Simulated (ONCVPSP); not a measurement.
## What one change does to a pseudopotential (antimony (Sb), ONCV)

Sb (Z = 51), optimised norm-conserving Vanderbilt (ONCV), made with ONCVPSP 4.0.1 (PBE, non-relativistic). Core [Ar] 3d10, reference 4s2 4p6 4d10 5s2 (charge +3). Waves: 4s+5s: rc 1.40 bohr, ncon 4, nbas 8, qcut 9.3 1/bohr, 2 projectors; 4p: rc 1.25 bohr, ncon 4, nbas 9, qcut 13.8 1/bohr, 3 projectors, debl 3.2 Ha; 4d: rc 1.30 bohr, ncon 4, nbas 8, qcut 11.4 1/bohr, 2 projectors, debl 2.9 Ha. Local part: polynomial inside 0.95 bohr (lpopt 4, dvloc0 0 Ha). Core correction: none.

In the p channel the program set the typed energies aside and used -4.727, 0.250, 3.450 Ha.

All-electron outer shells of the reference configuration (PBE, non-relativistic, ld1.x):

```
shell  level (eV)  outermost node (bohr)  outermost maximum (bohr)
   3d     -552.77                      –                      0.24
   4s     -167.03                   0.41                      0.74
   4p     -128.62                   0.40                      0.77
   4d      -64.29                   0.38                      0.84
   5s      -37.46                   0.98                      1.88
```

Change: s: qcut 7.3; p: qcut 10.8; d: qcut 8.9.

Cutoffs: the cutoffs (Ha) at which the residual kinetic energy of the hardest occupied pseudo-wave falls to 1 and 0.1 mHa per electron; they do not see the model core or the augmentation charge, which bear on the density cutoff. Errors are all-electron minus pseudo energies relative to the spin-unpolarised reference configuration.

Q: Predict the effect on cutoff, ghosts and configuration errors.

A: The potential gets neither clearly harder nor softer (54 Ha and 65 Ha → 39 Ha and 118 Ha); the d channel sets the loose cutoff, while the largest relative change is in p, which becomes softer; of the 4 tests that both files solve, the error grows in 1 and shrinks in 0 by more than 15 % and 0.3 meV (median size 0.5 → 0.4 meV); the range in which the d phases agree narrows (upper end at the end of the scan → 4.0); neither file shows a bound ghost.

```csv
quantity,base,changed
"cutoff, loose",54 Ha,39 Ha
"cutoff, tight",65 Ha,118 Ha
loose cutoff by channel,"s 31 Ha, p 54 Ha, d 47 Ha","s 24 Ha, p 38 Ha, d 39 Ha"
bound ghosts,none,none
GHOST(+) flags under 300 eV,s at 299.6 eV,none
"error for 4s2 4p6 4d10 5s2 5p3, meV [ΔE -48.66 eV]",+0.6,+0.5
"error for 4s2 4p6 4d10 5s2 5p2, meV [ΔE -40.29 eV]",+0.3,+0.2
"error for 4s2 4p6 4d10 5s2 5p1, meV [ΔE -24.32 eV]",+0.1,0.0
"error for 4s2 4p6 4d9 5s2 5p3, meV [ΔE -6.10 eV]",+7.6,+18
s: phases at 1.42 bohr within 0.05 rad from the reference energy up to (Ha; the scan ends near 5),to the end of the scan,to the end of the scan
p: phases at 1.27 bohr within 0.05 rad from the reference energy up to (Ha; the scan ends near 5),to the end of the scan,to the end of the scan
d: phases at 1.32 bohr within 0.05 rad from the reference energy up to (Ha; the scan ends near 5),to the end of the scan,4.0
```
